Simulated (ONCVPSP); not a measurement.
**selenium (Se), ONCV: configuration errors across variants**

| Item | Value |
| --- | --- |
| Element | Se |
| Generator | ONCVPSP 4.0.1 |
| Type | optimised norm-conserving Vanderbilt (ONCV) |
| Functional | LDA (Perdew-Zunger) |
| Relativity | scalar-relativistic |
| Frozen core | [Ar] 3d10 |
| Valence charge | 6 |
| Reference configuration | 4s1.5 4p4.5 |
| Partial waves | 4s: rc 1.30 bohr, ncon 4, nbas 7, qcut 5.6 1/bohr, 2 projectors, debl 3.1 Ha; 4p: rc 1.75 bohr, ncon 3, nbas 6, qcut 4 1/bohr, 3 projectors, debl 2.1 Ha; d scattering state at 0.23 Ha: rc 1.80 bohr, ncon 3, nbas 6, qcut 4.7 1/bohr, 1 projector |
| Local potential | polynomial inside 1.00 bohr (lpopt 5, dvloc0 0 Ha) |
| Core correction | Teter function, fcfact 4.25, rcfact 1.8 |

All-electron excitation energies from the reference (eV): (1) 4s2 4p4 -5.441; (2) 4s2 4p3 5.568; (3) 4s2 4p2 26.126; (4) 4s2 4p1 57.282.

3 further variants failed, have other tests or too few solved ones, and are left out.

A true bound ghost makes a file unfit for plane-wave use even where its test errors are small: the radial tests pick states by their node count and pass the ghost by.

Errors AE − PS in meV (a dash: test not solved or not reliable):

```tsv
change	(1)	(2)	(3)	(4)	bound ghosts	GHOST(+) flags above zero
base	-0.1	-23	-142	-457	s	s, p
s: qcut 3.4	-0.2	-23	-141	-452	none	s, p
s: qcut 5.1	-0.1	-23	-142	-457	s	s, p
s: qcut 5.7	-0.1	-23	-142	-457	s	s, p
```

(1) Give the same row for: s: qcut 4.1.

Results:

(1) -0.1, -23, -141, -452; bound ghosts: none; GHOST(+) flags above zero: s, p.
